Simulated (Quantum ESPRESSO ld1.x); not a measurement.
Q: Successive ionisation energies (eV) of one element, from differences of total energies of ions in their ground configurations, starting at charge 44: 3555.7, 3652.1, 3748.7, 4038.4, 4127.0, 9543.7, 9810.1, 10078.7, 10348.9, 10620.2, 10891.5, 11648.8, 11866.8, 48584, 49561. Method: Dirac Kohn-Sham, relativistic LDA (MacDonald-Vosko exchange, VWN5 correlation), spin-unpolarised, spherical densities, point nucleus; open shells are shared between the two j in proportion to 2j + 1; computed with ld1.x of Quantum ESPRESSO 7.5. Which element is it?

A: Praseodymium (Z = 59). The first species listed is Pr44+ in [Ne] 3s2 3p3, the last Pr58+ in 1s1.
